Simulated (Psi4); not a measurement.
C3H6Cl (SMILES CC[CH-]Cl), charge -1, singlet, at a GFN2-xTB geometry (a gas-phase anion, which may not be bound at this level). Base run: PBE0/STO-3G (Psi4).

Input for Psi4:
```
memory 2 GB

molecule mol {
-1 1
  C     0.878742   -0.577462    0.011782
  C     2.361287   -0.210903    0.018924
  C     0.052607    0.709878    0.084698
  H     0.663317   -1.194155    0.896615
  H     0.684162   -1.220681   -0.873795
  H     2.995668   -1.101675    0.039681
  Cl   -1.731620    0.119089    0.008980
  H     2.611738    0.368780   -0.870239
  H     2.586503    0.400820    0.891583
  H     0.140340    1.193323   -0.928931
}

set basis sto-3g
set reference rks

energy('pbe0')
print_variables()
```

Variants of this job, named by their change:

| change | ΔE vs base (µEh) | SCF cycles | grid points | basis functions |
|---|---|---|---|---|
| base | 0.0 | 7 | 211296 | 30 |
| dft_spherical_points = 110 | 103 | 7 | 77171 | 30 |
| df_basis_scf = cc-pvqz-jkfit | 1316 | 7 | 211296 | 30 |
| damping_percentage = 50 | -0.1 | 22 | 211296 | 30 |
| scf_type = cd | 1527 | 7 | 211296 | 30 |
| dft_nuclear_scheme = stratmann | -3.6 | 7 | 195243 | 30 |
| diis_max_vecs = 15 | 0.0 | 7 | 211296 | 30 |
| dft_spherical_points = 194 | -2.2 | 7 | 135972 | 30 |
| level_shift = 1.0 | 0.0 | 7 | 211296 | 30 |
| dft_spherical_points = 590 | -0.3 | 7 | 412463 | 30 |
| df_basis_scf = def2-universal-jkfit | 0.0 | 7 | 211296 | 30 |
| damping_percentage = 20 | 1.6 | 11 | 211296 | 30 |
| scf_type = dfdirj+link | -309 | 7 | 211296 | 30 |

A gas-phase anion may not be bound at this level; its values then depend on the basis.
